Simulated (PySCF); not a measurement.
An unknown is described by computed data only.

Elements present: Al, C and H. Monoisotopic mass: 82.0363 u.

| Quantity | Value |
| --- | --- |
| 13C NMR | chemical shifts (computed TMS as zero) by class: 119.1 (1 C), 96.7 (1 C), 6.2 (1 C), -7.2 (1 C) ppm [GIAO PBE0/pcSseg-1] |
| Valence photoelectron | vertical ionisation energy: 9.23 eV [ΔSCF PBE0/def2-SVPD] |
| UV, first state | lowest singlet excitation: 4.61 eV (269 nm, f = 0.001) [TDDFT PBE0/def2-SVPD] |
| 1H NMR | chemical shifts (computed TMS as zero) by class: 4.90 (1 H), 1.98 (3 H), -0.23 (3 H) ppm [GIAO PBE0/pcSseg-1] |
| Rotational structure | rotational constants A, B, C: 14.457, 1.403, 1.299 GHz [PBE0-D3(BJ)/def2-SVP] |
| NMR, other nuclei | isotropic shieldings of nuclei other than C and H, by class: 318 (1 Al) ppm [GIAO PBE0/pcSseg-1] |

Electronic properties: PySCF, gas phase, density fitting. Levels stand in brackets. Isolated species at its PBE0-D3(BJ)/def2-SVP geometry, gas phase. NMR values are class means; diastereotopic atoms form classes of their own.

Question: Which formula fits the mass and the elements?

Answer: C4H7Al (calculated 82.0363). No other formula that holds each of these elements comes within 0.0003 u with a fitting electron parity and a possible valence count.

Question: What is the compound? Reason from the data.

Answer: Numbering: `[CH3:1][C:2]#[C:3][AlH:4][CH3:5]`. 4 carbons fall into 4 classes; from least to most shielded: alkyne carbon [C2] (119.1 ppm), alkyne carbon [C3] (96.7 ppm), propargylic carbon [C1] (6.2 ppm), methyl carbon [C5] (-7.2 ppm). Hydrogen classes from least to most shielded: 1 H on an aluminium bonded to 2 C and H, Al4 (4.90 ppm), 3 H on a propargylic carbon, C1 (1.98 ppm), 3 H on a methyl carbon, C5 (-0.23 ppm). The other shieldings belong to: 318 ppm, aluminium bonded to 2 C and H [Al4]. S1 is mainly HOMO→LUMO (weight 0.97); the largest Löwdin shares of the orbital it empties are 0.32 on each of 2 atoms of one kind (alkyne carbon), 0.09 on the aluminium bonded to 2 C and H and 0.09 on the methyl carbon, of the orbital it fills 0.48 on the aluminium bonded to 2 C and H, 0.16 on an alkyne carbon, 0.11 on an alkyne carbon and 0.09 on the methyl carbon. By its constants the optimised geometry is an asymmetric top. Structure: `CC#[C][AlH][CH3]`. The assignments are read from this structure; whether some other isomer fits the data as well wasn't checked.
